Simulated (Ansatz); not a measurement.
C6H10F2SiZr (`[CH3][Zr]1234([F])([F])[C@@H]5[C@H]1[C@H]2[C@@]3([SiH3])[C@@H]54`) from Hartree–Fock to CCSD(T)

Z-matrix (Å, degrees):
```
Zr
F 1 1.919
C 1 2.545 2 130.1
C 1 2.224 2 103.7 3 -88.6
C 1 2.508 2 87.5 3 36.6
C 1 2.492 2 111.4 3 60.0
F 1 1.916 2 109.9 3 161.4
C 1 2.530 2 98.3 3 5.7
C 1 2.532 2 141.5 3 44.2
H 3 1.079 1 119.0 2 -111.8
H 4 1.094 1 114.2 2 64.4
H 4 1.094 1 113.6 2 -171.2
H 4 1.099 1 105.5 2 -53.7
Si 5 1.863 1 118.9 2 13.9
H 6 1.082 1 116.1 2 75.7
H 8 1.082 1 117.1 2 -49.5
H 9 1.081 1 117.1 2 149.8
H 14 1.483 5 109.2 1 -68.9
H 14 1.485 5 109.8 1 52.6
H 14 1.487 5 109.6 1 171.8
```

Total charge 0; spin multiplicity 1. Correlated methods include outer-core shells of Zr, which these sets cover unevenly. Zr: def2 effective core potential. All single points use the PBE0-D4/def2-TZVP geometry. Frozen core, restricted reference, Ansatz 0.2.0.

```
     basis     HF (Eh)  MP2 corr.  CCSD corr.       (T)  CCSD(T) total
  def2-SVP           ?   -1.55445    -1.60763  -0.05919              ?
def2-TZVPP           ?   -1.98619    -2.01738         ?              ?
def2-QZVPP  -767.78812          ?           –         –              –
```

Fill in the withheld values. (Estimate.)

Computed: def2-SVP HF (Eh): -767.13473; def2-SVP CCSD(T) total: -768.80155; def2-TZVPP HF (Eh): -767.75618; def2-TZVPP (T): -0.09261; def2-TZVPP CCSD(T) total: -769.86617; def2-QZVPP MP2 corr.: -2.15415.
